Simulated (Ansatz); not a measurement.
A nudged elastic band was laid between two geometries of CH₃NZn (6 atoms, charge 0, multiplicity 1).

All numbers below come from RKS revPBE-D4/def2-SVP in Ansatz.

* movable images: 7
* climbing image: yes
* spring: 5.0 eV/Å²
* optimiser: quadratic models (default)
* start path: through a guess of the saddle point
* force threshold: 0.05 eV/Å
* iteration limit: 60
* end points: relaxed

Image 0:

```xyz
6
Properties=species:S:1:pos:R:3
N -0.891 -0.973 -0.940
C -0.187 0.083 -0.697
Zn 0.713 0.645 0.988
H -0.957 -1.574 -0.094
H -0.085 0.766 -1.581
H 1.406 1.054 2.325
```

Image 8:

```xyz
6
Properties=species:S:1:pos:R:3
N -0.759 -1.124 -0.290
C -0.160 0.005 -0.481
Zn 0.804 0.748 1.076
H -1.240 -1.440 -1.160
H -0.192 0.525 -1.479
H 1.546 1.286 2.333
```

Task: Which bonds break or form, and what moves?

Result: No bond is made or broken. The dihedral H4–N1–C2–Zn3 changes from 0 to -180° by way of a nearly straight angle H4–N1–C2 (up to 179°), not by a turn about the bond.

Task: Give the energies along the band, and the barrier.

Result: The forces met the threshold. The highest image is number 3 of 0 to 8, 1.22 eV above the first end and 1.25 eV above the last; the last end lies 0.03 eV below the first. A vibrational analysis at the climbing image gives one clearly imaginary mode, 1170i cm⁻¹: a first-order saddle point.

| image | path coordinate (Å) | energy (eV) | angle H4–N1–C2 (°) |
| --- | --- | --- | --- |
| 0 | 0.00 | 0.00 | 111 |
| 1 | 0.31 | 0.06 | 117 |
| 2 | 0.62 | 0.62 | 144 |
| 3 | 0.93 | 1.22 | 179 |
| 4 | 1.15 | 0.88 | 155 |
| 5 | 1.37 | 0.33 | 133 |
| 6 | 1.59 | 0.05 | 119 |
| 7 | 1.81 | -0.02 | 112 |
| 8 | 2.03 | -0.03 | 111 |

Task: What is the geometry of the highest image?

Result: 
```xyz
6
Properties=species:S:1:pos:R:3
N -0.782 -0.966 -0.600
C -0.158 0.124 -0.626
Zn 0.825 0.785 1.010
H -1.284 -1.832 -0.567
H -0.142 0.745 -1.586
H 1.540 1.144 2.369
```

Task: What are the harmonic wavenumbers there?

Result: 1170i, 138, 368, 392, 559, 653, 724, 1327, 1659, 1743, 2604, 3844 cm⁻¹.

The band took 13 iterations and about 6 core-minutes.

The run took 6.5 min on 1 thread of AMD EPYC (Zen 3), with other jobs on the host, peak memory 0.13 GiB.
